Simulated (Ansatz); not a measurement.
Input and output for C2H6AlNO3 (`CC#[N+][Al-]([OH])([OH])[OH]`).

```yaml
crystal:
  periodic: [false, false, false]
  atoms:
    - {symbol: C, position_ang: [1.255830, -0.856667, 2.505630]}
    - {symbol: C, position_ang: [0.637988, -0.436295, 1.272745]}
    - {symbol: N, position_ang: [0.148895, -0.103435, 0.296563]}
    - {symbol: Al, position_ang: [-0.714901, 0.485116, -1.429406]}
    - {symbol: O, position_ang: [0.403574, -0.170553, -2.555461]}
    - {symbol: O, position_ang: [-0.692248, 2.187232, -1.203189]}
    - {symbol: O, position_ang: [-2.232575, -0.304692, -1.282101]}
    - {symbol: H, position_ang: [0.648851, -1.633349, 2.973359]}
    - {symbol: H, position_ang: [2.251906, -1.251668, 2.300096]}
    - {symbol: H, position_ang: [1.337714, -0.005410, 3.183195]}
    - {symbol: H, position_ang: [0.939659, 0.420287, -3.080480]}
    - {symbol: H, position_ang: [-1.517039, 2.655040, -1.089166]}
    - {symbol: H, position_ang: [-2.447353, -1.020306, -1.876985]}
basis:
  gaussian: {orbitals: def2-TZVPD, final_grid: {core_spheres: 20, valence_spheres: 16, degree: 47}}
hamiltonian: {xc: {name: rPW86-PBE}, dispersion: d3bj}
scf: {lower_state_search: light}
```

```sh
$ ansatz run in.yaml --threads 4 --pin off --events-out ev --progress --plain --max-ram 11315MiB
```

Output, abridged:

```
Functional definition: rPW86-PBE
1649 factors; their error is unknown
mean field evaluation 1: about -16404.8361 eV, gradient 1.4e2 eV
mean field evaluation 2: about -16125.6448 eV, gradient 3.2e2 eV
mean field evaluation 4: about -16431.5556 eV, gradient 4.7e1 eV
mean field evaluation 8: about -16435.9107 eV, gradient 3.7e-1 eV
mean field evaluation 16: about -16435.8815 eV, gradient 1.6e-3 eV
mean field -16435.88146788 eV, -604.0075033039 hartree, gradient 3.5e-5 eV, S^2 0.000000; 0 other end points of the search recorded, 0 dependent functions left out
reference -16435.88163523 eV, -604.0075094539 hartree; 31, 31 occupied and 297, 297 virtual orbitals, 1649 factors
Total energy: -16436.12268998 eV, -604.0163680525 hartree
```

It took 4 s on 4 threads of an Intel Xeon 6975P-C on a shared host, with 0.61 GiB of host memory at the peak.
